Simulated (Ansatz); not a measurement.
Single points on the cluster ZrAu6⁺.

```yaml
crystal:
  periodic: [false, false, false]
  atoms:
    - {symbol: Zr, position_ang: [-0.048453, -0.396392, 0.186326]}
    - {symbol: Au, position_ang: [-2.425201, -0.249357, 1.413417]}
    - {symbol: Au, position_ang: [1.080468, 0.141787, -2.252009]}
    - {symbol: Au, position_ang: [-0.963207, 1.996141, 1.160290]}
    - {symbol: Au, position_ang: [1.560334, -1.479232, 1.738785]}
    - {symbol: Au, position_ang: [-0.448029, -2.043312, -1.888420]}
    - {symbol: Au, position_ang: [1.244098, 2.030367, -0.358399]}
basis:
  gaussian: {orbitals: def2-TZVP, initial_orbitals: start.molden}
total_charge: 1
magnetization: {spin_polarized: true, initial_magnetization: 1}
correlation: {method: mp2}
scf: {omitted_lower_state_checks: [starts]}
output: {orbitals: {seedname: orbitals}}
```

The file start.molden holds the orbitals of an earlier run on this structure, at another level or in another basis.

```sh
$ ansatz run in.yaml --threads 4 --pin off --events-out ev --progress --plain --max-ram 4787MiB
```

Shortened log:

```
Functional definition: HF
2622 factors; integrals over basis functions are off by at most 2.1e-4 eV
mean field evaluation 1: about -23267.2376 eV, gradient 2.3e1 eV
mean field evaluation 2: about -23269.7466 eV, gradient 2.8e0 eV
mean field evaluation 4: about -23271.1966 eV, gradient 2.5e0 eV
mean field evaluation 8: about -23271.2513 eV, gradient 1.0e-2 eV
mean field -23271.25128699 eV, -855.2027109762 hartree, gradient 6.0e-6 eV, S^2 0.921658; 0 other end points of the search recorded, 0 dependent functions left out
reference -23271.25128699 eV, -855.2027109762 hartree; 63, 62 occupied and 217, 218 virtual orbitals, 2622 factors
second order -81.98412444 eV of doubles, -0.00000000 eV of singles
Total energy: -23353.23541143 eV, -858.2155719785 hartree
Checks for a lower state left out: starts
```

Hardware: 4 threads of Arm Neoverse V2 on a shared host. Wall time 52 s, peak host memory 1.9 GiB.

First input, but with `hamiltonian: {xc: pbe, dispersion: d4}`, `output: {forces: true, orbitals: {seedname: orbitals}}` and without the key `correlation` (abridged; 20 s):

```
Functional definition: PBE
mean field -23449.84396469 eV, -861.7658708272 hartree, gradient 2.1e-5 eV, S^2 0.753151
Total energy: -23450.44648913 eV, -861.7880131919 hartree
Atom 0 force    -0.014698     0.017558    -0.018115 eV/Å
Atom 1 force    -0.061715     0.001639     0.027203 eV/Å
Atom 2 force     0.001235     0.015154    -0.010689 eV/Å
Atom 3 force    -0.000988     0.016761    -0.007067 eV/Å
Atom 4 force     0.069815    -0.040534     0.063677 eV/Å
Atom 5 force    -0.014800    -0.041565    -0.051285 eV/Å
Atom 6 force     0.021150     0.030988    -0.003723 eV/Å
Dipole moment:    -0.181384    -0.091520    -0.058916 e Å
Checks for a lower state left out: starts
```

Geometry: r2SCAN-D4/def2-SVP.

In the def2 sets Au, Zr take a core potential; there is no spin–orbit coupling. Correlated methods freeze no core orbitals; core or outer-core shells of Zr, Au are correlated, in sets that lack core-valence functions. At MP2/def2-TZVP the charge 1 doublet is spin-contaminated (final ⟨S²⟩ up to 0.92, 0.75 for a pure state). The structure comes from a short search, and lower isomers may exist.
